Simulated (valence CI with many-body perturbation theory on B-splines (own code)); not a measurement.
# Pm39+ in brief

Calculated by valence CI with perturbative core correlation (CI+MBPT): four valence electrons over a frozen Dirac-Fock core [Ar], a basis of 7 s, 7 p, 8 d, 6 f, 4 g, 1 h functions for each j, with the one-electron correlation potential Σ1 (screened to all orders), the two-electron term Σ2, the three-electron term Σ3, Breit, model QED; selected single and double excitations, second order for the rest, scaled by the run's own slope (own B-spline code, finite nucleus).

No measured spectrum was set against this ion. As an estimate, large intervals hold to a few tenths of a per cent, small ones and those within an open d or f shell to about a per cent. Only levels of the ground parity were solved; by the run's estimate the other parity begins above the list, which can be wrong where configurations are misplaced.

Levels are named by their leading jj configuration (3d3/2^4 stands for four electrons in 3d with j = 3/2), which in mixed levels can hold well under half, so a name can repeat and another be missing.

Rates and lifetimes use the calculated energies. Strong lines usually hold to 10 to 20 %, long lifetimes can be off by a factor of two.

Problem. What is the ground level?

Solution. (3d3/2^4) J=0, composition 56 % 3d4 3P + 32 % 3d4 5D + 11 % 3d4 1S.

Problem. What is the ionisation energy?

Solution. 2892.4 eV; NIST lists 2892 ± 4 eV (theoretical).

Problem. How well does LS coupling describe the low levels?

Solution. Among the lowest 20 levels the leading LS term, summed over configurations, holds 48 % on average. For single configurations the figures are 48 % in LS and 88 % in jj coupling. Terms mix most in the J = 4 level at 254060 cm⁻¹, where the leading one holds 30 %.

Problem. Name the longest-lived excited levels whose lifetime is computed, and their main decay.

Solution. (3d3/2^2 3d5/2^2) J=6 at 487620 cm⁻¹ lives 17.2 ms, mostly by M1 to (3d3/2^2 3d5/2^2) J=5. The lifetime of (3d3/2^3 3d5/2) J=4 is too uncertain to give, and may be longer.
